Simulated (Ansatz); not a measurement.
Two isomers of C2H10OSi2: A = `CC[SiH](O)[SiH3]`, B = `C[SiH](C)O[SiH3]`.

Calculated with Ansatz (gas phase, PBE0-D4/def2-TZVP geometries, no zero-point term in ΔE). CCSD(T)/CBS is the MP2 limit (def2-TZVPP, def2-QZVPP) plus CCSD(T) − MP2 in def2-TZVPP, frozen cores. Functionals use def2-TZVPP. B3LYP here is the variant with VWN-RPA as its local correlation; programs differ in this. One conformer a species, not always the lowest.

(1) Which is lower in electronic energy at CCSD(T)/CBS, and by how much? (Best estimate.)

(2) Give E(B) − E(A) in kcal/mol with B3LYP, r2SCAN-D4, B2PLYP, PBE-D4, CCSD(T)/def2-TZVPP, PBE0-D4, B3LYP-D4. (An estimate is asked.)

Largest T1 diagnostic: 0.011.

## Answers

(1) Computed: B, by 41.2 kcal/mol.

(2) The calculation gave: B3LYP -41.2, r2SCAN-D4 -40.6, B2PLYP -42.3, PBE-D4 -34.6, CCSD(T)/def2-TZVPP -40.8, PBE0-D4 -37.0, B3LYP-D4 -41.1. None reverses the order clearly.

In def2-TZVPP, CCSD(T) changes the Hartree–Fock value by +6.1 kcal/mol (the triples alone add +0.9 kcal/mol) and MP2 by +3.9 kcal/mol. From PBE to PBE0 (25 % exact exchange), in def2-TZVPP and without D4, E(B) − E(A) moves by −2.3 kcal/mol.
